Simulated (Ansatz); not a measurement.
Consider the ligand exchange at the Si–O bond: `[SiH3][O][GeH3]` + `O[SiH2]S` → `O[SiH2]S[SiH3]` + `[OH][GeH3]`.

Calculated with Ansatz (gas phase, PBE0-D4/def2-TZVP geometries, no zero-point term in ΔE). CCSD(T)/CBS is the MP2 limit (def2-TZVPP, def2-QZVPP) plus CCSD(T) − MP2 in def2-TZVPP, frozen cores. Functionals use def2-TZVPP. For Ge outer-core shells are correlated without core-valence functions, which leaves a few kJ/mol of doubt a bond. Scalar relativity is left out up to krypton. One conformer a species, not always the lowest.

CCSD(T)/CBS gives +9.5 kcal/mol.

Task: Another level gave +8.5 kcal/mol. Which?
A. PBE0-D4/def2-TZVPP
B. CCSD(T)/def2-TZVPP
C. r2SCAN-D4/def2-TZVPP
D. PBE-D4/def2-TZVPP

Result: C. r2SCAN-D4 8.5, PBE0-D4 6.9, CCSD(T)/def2-TZVPP 10.3, PBE-D4 5.8 kcal/mol.

Largest T1 diagnostic among the species: 0.012.

In def2-TZVPP, CCSD(T) changes the Hartree–Fock value by −4.6 kcal/mol (the triples alone add −0.9 kcal/mol) and MP2 by −5.4 kcal/mol. From PBE to PBE0 (25 % exact exchange), in def2-TZVPP and without D4, ΔE moves by +1.0 kcal/mol. The D4 term adds −1.2 kcal/mol with B3LYP and −0.6 kcal/mol with PBE0; it sums over pairs of atoms, weighted by their polarisabilities, and B3LYP, whose exchange is more repulsive, gets the larger term.

B3LYP here is the variant with VWN-RPA as its local correlation; programs differ in this.
